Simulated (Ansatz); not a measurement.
AlH8NOSi2, SMILES `N[Si](O)([AlH2])[SiH3]`. Total charge 0; spin multiplicity 1.

Z-matrix (Å, degrees):
```
Si
O 1 1.669
Al 1 2.469 2 113.1
N 1 1.725 2 115.8 3 120.1
Si 1 2.343 2 103.2 3 -124.3
H 2 0.959 1 117.0 3 -57.8
H 3 1.590 1 122.5 2 -106.3
H 3 1.597 1 119.9 2 74.9
H 4 1.007 1 121.9 2 -83.4
H 4 1.008 1 122.0 2 69.8
H 5 1.492 1 111.2 2 -73.1
H 5 1.490 1 109.5 2 167.9
H 5 1.488 1 111.7 2 48.1
```

Give the diagnostics of a CCSD(T)/def2-TZVPP run (frozen core, the Gaussian-basis code of Ansatz). (Best estimate.)

Ansatz gave: T1 = 0.0131, largest single amplitude 0.014, largest double 0.026, (T) share of the correlation energy 3.5 %, 10 CCSD cycles. The RHF solution is stable towards an unrestricted one. T1 lies under the customary mark of 0.02 for closed shells.
